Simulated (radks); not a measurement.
The numbers below are computed, except where a source is named.
All-electron atom: Sr5+ in [Ar] 3d10 4s2 4p3.

Code: a radial shooting solver on a logarithmic mesh with Libxc functionals. Model: Dirac Kohn-Sham, LB94 model potential, spin-unpolarised, spherical densities, finite nucleus; open shells fill j = l - 1/2 first; Fermi nuclear charge, rms radius 4.224 fm.

Energy parts (eV):
part                   energy
kinetic             89296.151
electron-nucleus  -206646.172
Hartree             33825.494
(The LB94 potential has no energy functional, so no total or exchange-correlation energy is given.)

Orbitals (lengths in bohr, moments of r in powers of bohr):
orbital,occ.,eigenvalue (eV),<r^2>
1s1/2,2,-16107.96,0.002058
2s1/2,2,-2256.443,0.03478
2p1/2,2,-2064.597,0.02646
2p3/2,4,-1995.156,0.02786
3s1/2,2,-413.1165,0.2778
3p1/2,2,-342.9666,0.2808
3p3/2,4,-332.3926,0.2925
3d3/2,4,-208.7964,0.2928
3d5/2,6,-206.9051,0.2969
4s1/2,2,-108.4026,1.800
4p1/2,2,-89.1482,2.146
4p3/2,1,-87.5476,2.220

The highest occupied level is 4p3/2 at -87.548 eV. Summed over all electrons, <r^2> = 15.59 bohr^2, which gives a Langevin (diamagnetic) susceptibility term of -12.3 x 10^-6 cm^3/mol. For comparison, the ionisation energy in NIST's Atomic Spectra Database is 88 eV (theoretical). In exact Kohn-Sham theory the highest level is minus the ionisation energy, but local and semilocal functionals leave it too shallow, through self-interaction and a potential that decays too fast; potentials with the right tail come closer. The electron density at the nucleus is 6.099e+04 e/bohr^3. The density falls to 0.001 e/bohr^3 at r = 2.83 bohr.

Beside tabulated values, note that spin-unpolarised runs miss the spin-polarisation part of the exchange energy of open shells.
